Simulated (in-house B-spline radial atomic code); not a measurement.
## S VII (S6+): 2s2 2p6 3s2 (with a hole in an inner shell)

All numbers are computed (Dirac-Hartree-Fock, average of configuration; Fermi nucleus of rms radius 3.2611 fm) with an all-electron radial atomic-structure program (B-spline basis), not measured.

Z_r = [3n² - l(l+1)]/(2<r>); Z_e = n√(-2ε); the last column is Slater's effective charge. Values are occupation-weighted means over j.

```
shell  electrons   ε (eV)  <r> (bohr)    Z_r    Z_e  Slater
   2s          2  -422.08      0.4284  14.01  11.14   13.55
   2p          6  -371.98      0.3768  13.27  10.46   13.55
   3s          2  -118.38       1.238  10.91   8.85    8.85
```

The least bound orbital is 3s1/2 at -118.4 eV, and it is also the most diffuse (<r> = 1.238 bohr).

Spin-orbit splittings of the orbital energies (j = l + 1/2 above j = l - 1/2 when positive): 2p 2.115 eV.
